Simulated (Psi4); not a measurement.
Here is a job for Psi4.
```
memory 2 GB

molecule mol {
-1 2
  Si    0.003656    0.070023   -0.005306
  Cl    2.267951   -0.189573    0.069966
  Cl   -2.275868    0.037939   -0.058476
  H     0.011046    0.895508    1.195481
  H     0.072362    0.701955   -1.316531
}

set basis cc-pvdz
set reference uhf

energy('mp2')
print_variables()
```

Task: What does this run give for the SCF-reference <S^2>, total energy, nuclear repulsion energy, MP2 correlation energy, number of basis functions?

Result: 
```
Item                              Result
-------------------------  -------------
SCF-reference <S^2>                0.755
total energy               -1209.5764 Eh
nuclear repulsion energy     167.5459 Eh
MP2 correlation energy        -0.3850 Eh
number of basis functions             64
```

A gas-phase anion may not be bound at this level; its values then depend on the basis.

These values belong to the state on which the SCF converged, which isn't shown to be the lowest.
